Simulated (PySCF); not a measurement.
This PySCF input asks for the NMR shieldings of SMILES C=C[SiH2]P[SiH2]Cl, C₂H₈ClPSi₂; the geometry comes from GFN2-xTB.

```python
import basis_set_exchange as bse
import numpy as np
from pyscf import gto, dft
from pyscf.prop import nmr

atoms = """
C     1.818257   -1.268084   -0.231266
C     1.961074    0.004830    0.100045
Si    0.640915    1.012127    0.989106
P    -1.147306   -0.324584    1.221804
Si   -2.097862   -0.269148   -0.797098
Cl   -2.357128    1.591695   -1.537907
H     2.586931   -1.835872   -0.733360
H     0.907444   -1.804684   -0.002595
H     2.889279    0.508034   -0.138287
H     1.058412    1.364292    2.351425
H     0.369992    2.246492    0.239391
H    -1.950775    0.652916    1.771949
H    -1.258168   -1.004495   -1.738008
H    -3.421744   -0.873993   -0.677291
"""
names = dict.fromkeys(["C", "Si", "P", "Cl", "H"], "pcSseg-1")
basis = {el: gto.basis.parse(bse.get_basis(n, elements=[el], fmt="nwchem")) for el, n in names.items()}
mol = gto.M(atom=atoms, basis=basis, charge=0, verbose=0)
mf = dft.RKS(mol, xc="PBE0")
mf.grids.level = 2
mf.grids.alignment = dft.numint.BLKSIZE   # the property module wants whole blocks of grid points
mf.conv_tol = 1e-9
mf.kernel()

calc = nmr.RKS(mf)   # GIAO
C = mf.mo_coeff
Co = C[:, mf.mo_occ > 0]
resp = mf.gen_response(singlet=True, hermi=2)
def vind(x):   # induced exchange potential for any number of trial vectors
    d = np.einsum("pi,xij,qj->xpq", C, 2 * x.reshape(-1, C.shape[1], Co.shape[1]), Co, optimize=True)
    return np.einsum("xpq,pi,qj->xij", resp(d - d.transpose(0, 2, 1)), C, Co, optimize=True).ravel()
mo1, _ = nmr.rhf.solve_mo1(calc, with_cphf=vind)
sigma = calc.kernel(mo1)
for i, s in enumerate(sigma):   # ppm
    w = np.linalg.eigvalsh((s + s.T) / 2)
    print("%2d %-2s iso %8.1f  s11 %8.1f  s22 %8.1f  s33 %8.1f" % (i, mol.atom_pure_symbol(i), w.mean(), *w))
```

**Question.** What are the results?

**Answer.** 
```
 0 C  iso     41.4  s11    -84.5  s22     42.0  s33    166.6
 1 C  iso     50.7  s11    -64.1  s22     35.3  s33    181.0
 2 Si iso    403.2  s11    356.1  s22    400.2  s33    453.3
 3 P  iso    607.5  s11    559.8  s22    581.6  s33    681.1
 4 Si iso    364.5  s11    284.1  s22    379.9  s33    429.4
 5 Cl iso    978.6  s11    921.1  s22    976.8  s33   1038.0
 6 H  iso     25.1  s11     22.6  s22     24.6  s33     28.3
 7 H  iso     25.5  s11     21.8  s22     24.1  s33     30.6
 8 H  iso     25.2  s11     24.0  s22     24.7  s33     26.9
 9 H  iso     27.0  s11     23.2  s22     24.7  s33     33.0
10 H  iso     26.6  s11     22.4  s22     26.5  s33     31.1
11 H  iso     30.9  s11     25.8  s22     27.5  s33     39.5
12 H  iso     26.4  s11     22.2  s22     25.4  s33     31.6
13 H  iso     26.1  s11     21.0  s22     25.2  s33     32.2
```

These numbers come from an equivalent density-fitted implementation of the same equations, which agrees with the script to about 0.01 ppm for H and up to a few tenths of a ppm for heavy atoms, so last digits may differ.

Size and cost of the density-fitted run: 170 basis functions, 45 s wall time on 1 thread of an Arm Neoverse N1, shared host; peak memory 0.76 GiB.
